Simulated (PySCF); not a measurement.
**Indirect couplings**

Geometry:
```tsv
atom	x (Å)	y (Å)	z (Å)
Ge1	-0.037	0.116	0.160
C2	-0.056	0.057	2.098
C3	0.924	0.596	2.831
H4	-0.911	-0.406	2.605
H5	1.789	1.072	2.355
H6	0.907	0.589	3.927
N7	1.707	0.304	-0.374
C8	2.705	-0.697	-0.083
H9	1.787	0.678	-1.315
H10	3.725	-0.281	-0.166
H11	2.594	-1.044	0.957
H12	2.663	-1.597	-0.728
N13	-0.829	1.525	-0.693
C14	-2.253	1.747	-0.614
H15	-0.288	2.383	-0.650
H16	-2.620	2.316	-1.487
H17	-2.772	0.776	-0.620
H18	-2.586	2.287	0.296
N19	-1.001	-1.335	-0.396
C20	-1.117	-1.679	-1.792
H21	-1.001	-2.134	0.227
H22	-2.060	-2.215	-2.000
H23	-1.139	-0.756	-2.393
H24	-0.289	-2.304	-2.184
```

Method: PBE/pcJ-1 (pcSseg-1 on Ge) (without the spin–dipole term)//PBE0-D3(BJ)/def2-SVP, PySCF 2.14.0 with density-fitted response routines; isolated molecule, single conformer, non-relativistic. Couplings are averaged over pairs made equivalent by symmetry, fast rotation or ring inversion, so a value needn't be that of the named pair in this geometry, while other rotamers aren't included; one pair stands for each set, and the list holds those of at least 0.8 Hz over up to four bonds, among pairs with at least one H atom (others weren't computed).

Isotopes: $^{13}$C, $^{1}$H, $^{15}$N.

```tsv
pair	bonds	J (Hz)
C2, H4	1	?
C3, H5	1	?
N7, H9	1	-70.7
C8, H10	1	126.0
C3, H4	2	-3.4
H5, H6	2	4.6
N7, H10	2	?
H10, H11	2	-11.0
H4, H5	3	17.2
H9, H10	3	7.6
```

Q: Estimate the withheld couplings, with signs.

A: 
- $^{1}J$(C2,H4) = 144.8 Hz (bond length 1.097 Å)
- $^{1}J$(C3,H5) = 152.6 Hz (bond length 1.096 Å)
- $^{2}J$(N7,H10) = -1.2 Hz (mean over equivalent pairs that range from -3.2 to 0.6 Hz in this conformer)

Relativistic effects of the heavier atoms present are left out.
